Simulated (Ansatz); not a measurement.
## Which is lower?

Two relaxed structures of MgGeH$_{3}$, doublet (PBE0-D4/def2-TZVP; forces vanish, vibrations not checked).

A:

```json
{"atom": "Mg1", "x (Å)": "0.5778", "y (Å)": "0.6341", "z (Å)": "-1.2701"}
{"atom": "Ge2", "x (Å)": "-0.4142", "y (Å)": "-0.4549", "z (Å)": "0.9111"}
{"atom": "H3", "x (Å)": "-1.2306", "y (Å)": "0.1530", "z (Å)": "-0.3908"}
{"atom": "H4", "x (Å)": "0.5419", "y (Å)": "0.8867", "z (Å)": "0.7817"}
{"atom": "H5", "x (Å)": "0.6024", "y (Å)": "-1.1350", "z (Å)": "-0.2001"}
```

B:

```xyz
5
angstrom
Mg -0.9487 -1.0294 2.0614
Ge 0.0619 0.0671 -0.1344
H -1.0190 0.5255 -1.1449
H 0.9198 1.3260 0.1469
H 0.9861 -0.8892 -0.9289
```

Program: Ansatz 0.2.0. Basis: def2-TZVPP. Cores are frozen in the correlated methods; orbitals are unrestricted. Filled d shells of the heavier atoms are correlated. The outer core shell of Li, Na, Mg and K is correlated. The def2 sets are not built for correlating such inner shells, so the correlated values are less sure here. B3LYP uses VWN-RPA correlation.

Q: Which structure is lower at CCSD(T), and by how much? (To be estimated.)

A: By the calculation: B, by 1.18 kcal/mol (electronic energy, against the other). By their contacts, A is MgGeH₃ ([H]1[Mg]23[H][Ge]12[H]3) and B is MgGeH₃ ([Mg][GeH3]).

Q: Do the other methods give the same order? (Judge from chemistry; the calculation decides.)

A: The calculation gives: Not all: PBE-D4, r2SCAN-D4 give the other order.

| method | E(B) − E(A) (kcal/mol) |
| --- | --- |
| PBE-D4 | 1.41 |
| r2SCAN-D4 | 1.12 |
| PBE0-D4 | -0.52 |
| B3LYP-D4 | -0.75 |
| wB97M-V | -0.23 |
| HF | -6.47 |
| MP2 | -1.61 |
| CCSD | -2.06 |
| CCSD(T) | -1.18 |

No T1 diagnostic of these runs exceeds 0.015. ⟨S²⟩ of the unrestricted Hartree–Fock references: 0.75 to 0.76 (a pure state has 0.75).

Labels in which every atom is bracketed show which atoms are joined, not bond orders.

For scale, one of the runs: CCSD(T)/def2-TZVPP, 122 basis functions, launched by `ansatz run in.yaml --threads 2 --pin off --events-out ev --progress --plain --max-ram 4352MiB`. The run took 60 s on 2 CPU threads of an Arm Neoverse V1 (shared host), with 1.4 GiB of host memory at its peak.
